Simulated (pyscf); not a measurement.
Optimised with ωB97X-D3(BJ)/def2-SVP in PySCF. Correlated levels are frozen-core, on RHF or UHF. ΔMP2 is the change of the MP2 total energy from the triple- to the quadruple-zeta basis.

Estimate the classical barrier height and the reaction energy of H₂C=CH–CH₂–OH → :HC–CH₂–CH₂–OH [singlet] at CCSD(T)/def2-TZVPP + ΔMP2(QZVPP). The step runs on the singlet surface, breaks C–C and forms C–C; take the reactant's lowest minimum found as zero.

ΔE‡ = 88.4 kcal/mol, ΔE = +79.1 kcal/mol. Zero-point energy shifts the barrier by -1.5 kcal/mol. It is a group migration, with an imaginary mode of 474i cm⁻¹. On the product side the descent ends in a point that may be a rotor saddle (no frequency run), 2.1 kcal/mol over the lowest minimum found and 8.2 kcal/mol under the saddle at ωB97X-D3(BJ)/def2-TZVP. The same reactants have a lower exit, to H₂C=CH–CH₂–OH (barrier +73.8 kcal/mol at ωB97M-D3(BJ)/def2-TZVP, against +86.6 kcal/mol here). :HC–CH₂–CH₂–OH [singlet] may be a fragile minimum: a first optimisation, from another start, lost the drawn bonds. :HC–CH₂–CH₂–OH [singlet] is an excited spin state, 3.3 kcal/mol over the triplet at ωB97X-D3(BJ)/def2-TZVP. H₂C=CH–CH₂–OH lies 10.6 kcal/mol over its isomer H₂C=C(CH₃)–OH (electronic energy, ωB97M-D3(BJ)/def2-TZVP). :HC–CH₂–CH₂–OH [singlet] lies 88.2 kcal/mol over its isomer H₂C=C(CH₃)–OH (electronic energy, ωB97M-D3(BJ)/def2-TZVP). One saddle was located; it need not be the lowest between these sides. A restricted singlet here is unstable towards spin polarisation, as is usual where a triplet lies low; its energy is less safe. The CCSD(T) − MP2 part came from Ansatz, without density fitting, on the same reference.
